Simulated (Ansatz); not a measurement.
Reactions of H$_{6}$O$_{2}$Si$_{2}$ (`O[SiH2][SiH2]O`).

Program: Ansatz. Geometries: PBE0-D4/def2-TZVP. ΔE: electronic, gas phase. CBS: MP2 limit from def2 TZ/QZ plus the TZ coupled-cluster correction, frozen cores. This one scheme is used for every species, atoms too. No spin–orbit coupling; open shells (•) take unrestricted orbitals. Spin–orbit coupling would lower the free atoms: a little for O, Si. For Ga outer-core shells are correlated without core-valence functions, so the limit isn't a true one: a few kJ/mol of doubt a bond, and 10 to 20 or more in all where bonds break to atoms. Scalar relativity is left out up to krypton. One conformer a species, not always the lowest.

Task: Order these by ΔE at CCSD(T)/CBS, lowest first. (An estimate is asked.)
A. `O[SiH2][SiH2]O` → `O[SiH2]O` + `[SiH2]`
B. `O[SiH2][SiH2]O` + `O[SiH](O)S` → `O[SiH2]S[SiH](O)O` + silanol
C. `O[SiH2][SiH2]O` → 6 H• + 2 O• + 2 Si•
D. `O[SiH2][SiH2]O` + `[NH2][GaH][CH2]F` → `O[SiH2][SiH](O)F` + `[CH3][GaH][NH2]`
E. `O[SiH2][SiH2]O` + `C=C=C(O)[SiH3]` → `C=C=C(O)[SiH2]O` + `O[SiH2][SiH3]`
F. `O[SiH2][SiH2]O` + CH₃SH → `CS[SiH2]O` + silanol
G. `O[SiH2][SiH2]O` + `OC(O)CF` → `O[SiH2][SiH2]CF` + `OC(O)O`
H. `O[SiH2][SiH2]O` → 2 `O[SiH2]`•

Result: D (-65.3 kcal/mol), B (-23.4 kcal/mol), F (-20.1 kcal/mol), E (-3.6 kcal/mol), G (+28.4 kcal/mol), A (+46.2 kcal/mol), H (+79.3 kcal/mol), C (+811.3 kcal/mol).

Largest T1 diagnostic: 0.015, for `O[SiH2]`•.
